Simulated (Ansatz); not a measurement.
The cluster PAu4⁻, relaxed as a singlet with RKS B3LYP-D4/def2-SVPD in Ansatz, starting from the GFN2-xTB geometry. Force threshold 0.02 eV/Å.

In the def2 sets Au takes a core potential; there is no spin–orbit coupling. The restricted singlet is unstable towards broken spin symmetry in Hartree–Fock (as tested in another run); at B3LYP-D4/def2-SVPD this wasn't settled. The relaxation made no stability test and no search for a lower SCF solution. No other spin state of charge -1 was run. Another isomer (singlet) lies 0.60 eV lower at PBE0-D4/def2-TZVPD; other spin states weren't run for this one.

Start:

Cartesian coordinates in Å:
```
P -1.689 0.455 -0.209
Au -1.543 -1.871 -0.175
Au 0.403 1.083 -1.213
Au 2.592 0.621 0.444
Au 0.237 -0.287 1.153
```

Q: Estimate the energy that the relaxation releases and the steps that it takes.

A: 0.45 eV, in 7 steps; 30 s on 4 threads of Arm Neoverse V2 on a shared host. The force fell under the threshold at step 6, but the optimiser went on. No frequencies were taken in this run, so the end may be a saddle point.

Q: Does the start keep its bonding?

A: By distances, no bond broke or formed, bridged metal pairs apart. The bond that changes most is Au4–Au5, from 2.62 to 2.88 Å (atoms count from 1). Metal–metal contacts that move far: Au2–Au5 2.73 to 3.48 Å. The end is the same structure that another start reached.

Q: Predict the relaxed structure.

A: 
Cartesian coordinates in Å:
```
P -1.628 0.334 0.008
Au -1.748 -1.885 -0.628
Au 0.379 0.799 -1.236
Au 2.767 0.731 0.350
Au 0.230 0.022 1.506
```
Bond lengths (bridged metal pairs left out): 3 × Au–P 2.31 to 2.41 Å; 2 × Au–Au 2.87 to 2.88 Å.
